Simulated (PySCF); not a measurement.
## Excitation energy of Ba by level of theory

Ba [Xe] 6s2 (1S) → Ba [Xe] 6s1 7s1 (3S), as a difference of total energies. Calculation: PySCF 2.14, in aug-cc-pVQZ-X2C (10s9p7d4f2g, 118 functions); scalar relativity by spin-free X2C-1e. Correlated levels: valence: [Xe] frozen. The calculations carry no spin-orbit coupling.

```
       method  excitation energy (eV)
          UHF                   2.473
          LDA                   3.297
         PBE0                   3.082
       r2SCAN                   2.978
       revPBE                   3.066
        B3LYP                   3.243
MP2 (valence)                   2.898
```

Task: Estimate what PBE gives.

Result: 3.134 eV, closest to PBE0 among the rows shown.

Task: Estimate what SCS-MP2 (valence) gives.

Result: 3.032 eV, closest to revPBE among the rows shown.

The promoted electron is Rydberg-like, and one or two diffuse shells describe it only roughly, which tends to raise the upper state.
